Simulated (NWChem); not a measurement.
System: C$_{2}$H$_{7}$ClSn; SMILES [Cl][SnH]([CH3])[CH3]

Not confirmed as a minimum by frequencies. def2 effective core potentials on Sn; no spin-orbit coupling.

Give the equilibrium geometry at PBE-D3(BJ)/def2-SVP with def2 effective core potentials on Sn (NWChem) as a Z-matrix, with the point group.

point group C1; any orientation.
```
Sn
H 1 1.7330
C 1 2.1621 2 112.84
H 3 1.1060 1 109.60 2 -55.77
H 3 1.1063 4 109.36 1 119.63
H 3 1.1075 4 109.46 5 119.91
C 1 2.1621 2 112.81 3 130.07
H 7 1.1060 1 109.52 2 59.02
H 7 1.1063 8 109.36 1 -119.66
H 7 1.1075 8 109.45 9 -119.92
Cl 1 2.3920 2 105.45 7 114.96
```
